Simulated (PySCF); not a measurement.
Species: C7H13P.
Numbering: `[CH3:1][CH:2]([CH3:3])[C:4]1=[CH:5][CH2:6][CH2:7][PH:8]1` (hydrogens: H9, H10, H11 on C1; H12 on C2; H13, H14, H15 on C3; H16 on C5; H17, H18 on C6; H19, H20 on C7; H21 on P8)

The same species was optimised twice, with GFN2-xTB and with PBE0-D3(BJ)/def2-SVP (PySCF), and the same property calculations (PySCF, gas phase) were run on both structures.

```tsv
coordinate	GFN2-xTB	PBE0-D3(BJ)/def2-SVP	change
C4=C5 (Å)	1.328	1.342	+0.014
C4–P8 (Å)	1.843	1.854	+0.011
C7–P8 (Å)	1.863	1.867	+0.004
C2–C4 (Å)	1.501	1.504	+0.003
C1–C2 (Å)	1.526	1.522	-0.004
C5–C6 (Å)	1.498	1.501	+0.003
C6–C7 (Å)	1.531	1.531	0.000
C2–C3 (Å)	1.530	1.530	0.000
C2–C4–P8 (°)	118.8	120.4	+1.6
C3–C2–C4 (°)	109.1	110.5	+1.4
C2–C4–C5 (°)	128.6	127.6	-1.0
C1–C2–C3 (°)	110.7	111.3	+0.6
C5–C4–P8 (°)	112.6	112.0	-0.6
C4–P8–C7 (°)	89.1	89.6	+0.5
C1–C2–C4 (°)	113.1	113.4	+0.3
C6–C7–P8 (°)	107.5	107.8	+0.3
C1–C2–C4–C5 (°)	-2	-3	-1
```

Rotational constants: A = 2926, B = 1248, C = 955.9 MHz (GFN2-xTB) against A = 2896, B = 1229, C = 940.7 MHz (PBE0-D3(BJ)/def2-SVP). Point groups within 0.08 Å: C1 and C1.

On the GFN2-xTB structure: HOMO (eV) -6.59 [PBE0/pcSseg-1]; LUMO (eV) 0.19 [PBE0/pcSseg-1]; dipole (D) 1.31 [PBE0/pcSseg-1]; GIAO shielding of C1/C3 (mean) (ppm) 163.3 [PBE0/pcSseg-1]; GIAO shielding of C2 (ppm) 150.3 [PBE0/pcSseg-1]; GIAO shielding of C4 (ppm) 29.7 [PBE0/pcSseg-1]; GIAO shielding of C5 (ppm) 48.0 [PBE0/pcSseg-1]; GIAO shielding of C6 (ppm) 145.3 [PBE0/pcSseg-1]; GIAO shielding of C7 (ppm) 161.3 [PBE0/pcSseg-1]; GIAO shielding of P8 (ppm) 398.9 [PBE0/pcSseg-1].

What do these properties become on the PBE0-D3(BJ)/def2-SVP structure?

```json
{"property": "HOMO (eV)", "level": "PBE0/pcSseg-1", "on GFN2-xTB": "-6.59", "on PBE0-D3(BJ)/def2-SVP": "-6.50", "change": "+0.09"}
{"property": "LUMO (eV)", "level": "PBE0/pcSseg-1", "on GFN2-xTB": "0.19", "on PBE0-D3(BJ)/def2-SVP": "0.12", "change": "-0.07"}
{"property": "dipole (D)", "level": "PBE0/pcSseg-1", "on GFN2-xTB": "1.31", "on PBE0-D3(BJ)/def2-SVP": "1.34", "change": "+0.03"}
{"property": "energy, GFN2-xTB geometry as zero (kcal/mol)", "level": "PBE0/pcSseg-1", "on GFN2-xTB": "0.0", "on PBE0-D3(BJ)/def2-SVP": "-1.0", "change": "-1.0"}
{"property": "GIAO shielding of C1/C3 (mean) (ppm)", "level": "PBE0/pcSseg-1", "on GFN2-xTB": "163.3", "on PBE0-D3(BJ)/def2-SVP": "161.5", "change": "-1.8"}
{"property": "GIAO shielding of C2 (ppm)", "level": "PBE0/pcSseg-1", "on GFN2-xTB": "150.3", "on PBE0-D3(BJ)/def2-SVP": "150.1", "change": "-0.2"}
{"property": "GIAO shielding of C4 (ppm)", "level": "PBE0/pcSseg-1", "on GFN2-xTB": "29.7", "on PBE0-D3(BJ)/def2-SVP": "26.9", "change": "-2.8"}
{"property": "GIAO shielding of C5 (ppm)", "level": "PBE0/pcSseg-1", "on GFN2-xTB": "48.0", "on PBE0-D3(BJ)/def2-SVP": "43.9", "change": "-4.1"}
{"property": "GIAO shielding of C6 (ppm)", "level": "PBE0/pcSseg-1", "on GFN2-xTB": "145.3", "on PBE0-D3(BJ)/def2-SVP": "144.4", "change": "-0.9"}
{"property": "GIAO shielding of C7 (ppm)", "level": "PBE0/pcSseg-1", "on GFN2-xTB": "161.3", "on PBE0-D3(BJ)/def2-SVP": "160.9", "change": "-0.4"}
{"property": "GIAO shielding of P8 (ppm)", "level": "PBE0/pcSseg-1", "on GFN2-xTB": "398.9", "on PBE0-D3(BJ)/def2-SVP": "385.8", "change": "-13.1"}
```

The heavy atoms differ by 0.024 Å rms after alignment. Among bonds between heavy atoms C4=C5 changes most (+0.014 Å). Changes are differences of the printed values. Neither structure is proved a minimum here.
